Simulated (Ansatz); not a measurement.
`CC[SiH2][SiH3]`, charge 0, multiplicity 1.

(1) Give a relaxed structure at PBE0-D4/def2-TZVP (Ansatz). (An estimate is asked.)

## Answers

(1) Computed: 
Z-matrix (Å, degrees):
```
C
C 1 1.525
H 1 1.093 2 111.4
H 1 1.093 2 111.6 3 -119.8
H 1 1.093 2 111.5 3 120.1
Si 2 1.883 1 113.7 3 58.5
H 2 1.095 1 110.5 3 -179.7
H 2 1.095 1 110.4 3 -62.6
Si 6 2.342 2 111.8 1 59.9
H 6 1.492 2 109.8 1 -60.7
H 6 1.491 2 110.3 1 -179.1
H 9 1.490 6 110.4 2 57.9
H 9 1.489 6 111.2 2 -61.8
H 9 1.488 6 110.8 2 177.9
```
This is one stationary point; other conformers may exist.
